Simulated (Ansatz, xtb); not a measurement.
Torsion H4–O1–Pb2–O3 in H2O2Pb (SMILES [OH][Pb][OH]); at each angle all else is relaxed with GFN2-xTB, and the levels are single points there.
Geometry at 180° (charge 0, multiplicity 1):
```json
[
 {"atom": "O", "x (Å)": "1.3261", "y (Å)": "0.3995", "z (Å)": "-0.6658"},
 {"atom": "Pb", "x (Å)": "-0.3506", "y (Å)": "-0.9270", "z (Å)": "-0.3956"},
 {"atom": "O", "x (Å)": "-1.7224", "y (Å)": "0.1982", "z (Å)": "-1.5541"},
 {"atom": "H", "x (Å)": "2.1738", "y (Å)": "0.2172", "z (Å)": "-0.2701"},
 {"atom": "H", "x (Å)": "-1.4646", "y (Å)": "1.0127", "z (Å)": "-1.9758"}
]
```
Energies count from the point at 180°.

Cores are frozen in the correlated methods. Filled d and f shells under p-block atoms count as core. CBS(a, b) extrapolates the correlation energy as X⁻³ and adds the Hartree–Fock energy of set b.

The values were computed with Ansatz (a first-principles code) with Gaussian orbitals; xtb for the GFN methods. Values without a source in brackets are computed. In def2 rows elements past Kr take small-core potentials, without spin–orbit coupling.

Energies in meV.

```tsv
dihedral (°)	GFN1-xTB	GFN2-xTB	SCS-MP2/def2-SVP	CCSD(T)/CBS(def2-TZVPP, def2-QZVPP)
0	-126.8	-191.5	-2.6	1.8
30	-84.9	-150.3	45.9	41.9
60	17.2	-71.9	256.5	221.9
150	20.6	24.1	40.4	33.1
180	0.0	0.0	0.0	0.0
210	20.7	24.1	40.2	33.0
300	17.3	-71.9	258.0	223.3
330	-84.1	-150.3	47.9	43.4
```
